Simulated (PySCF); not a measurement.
PySCF 2.14 output of an unrestricted wB97M-V calculation on a single atom or ion in def2-QZVPPD (11s6p5d4f2g, 100 functions), with no relativity, point nucleus:

```
SCF conv_tol = 1e-09
number electrons alpha = 15  beta = 11
    N. Mardirossian and M. Head-Gordon.,  J. Chem. Phys. 144, 214110 (2016)
cycle= 1 E= -1382.18537673443  delta_E= -0.00996  |g|= 0.0678  |ddm|= 0.123
cycle= 2 E= -1382.18571581556  delta_E= -0.000339  |g|= 0.0679  |ddm|= 0.0603
cycle= 3 E= -1382.18653266327  delta_E= -0.000817  |g|= 0.00721  |ddm|= 0.0247
cycle= 4 E= -1382.18664339503  delta_E= -0.000111  |g|= 0.00396  |ddm|= 0.0147
cycle= 5 E= -1382.18671598324  delta_E= -7.26e-05  |g|= 0.00289  |ddm|= 0.0109
cycle= 6 E= -1382.18679437452  delta_E= -7.84e-05  |g|= 0.00119  |ddm|= 0.0192
cycle= 7 E= -1382.18680608024  delta_E= -1.17e-05  |g|= 0.00043  |ddm|= 0.0087
cycle= 8 E= -1382.1868069834  delta_E= -9.03e-07  |g|= 0.000122  |ddm|= 0.00213
cycle= 9 E= -1382.18680704991  delta_E= -6.65e-08  |g|= 3.97e-05  |ddm|= 0.000762
cycle= 10 E= -1382.1868070516  delta_E= -1.69e-09  |g|= 1.54e-05  |ddm|= 8.07e-05
cycle= 11 E= -1382.18680705246  delta_E= -8.63e-10  |g|= 4.21e-06  |ddm|= 6.42e-05
converged SCF energy = -1382.18680705246  <S^2> = 6.0022921  2S+1 = 5.0009168
```

The run itself started from symmetry-adapted Hartree-Fock orbitals and held the occupation by maximum overlap, on a logarithmic radial grid, so the iterations belong to that start.

Which element, charge and spin multiplicity is this?

Co⁺ (cobalt, charge +1), multiplicity 5; the state was [Ar] 3d7 4p1, one real determinant (an excited configuration).

⟨L²⟩ = 13.95 against 20 for a pure G term, so this real determinant mixes terms.
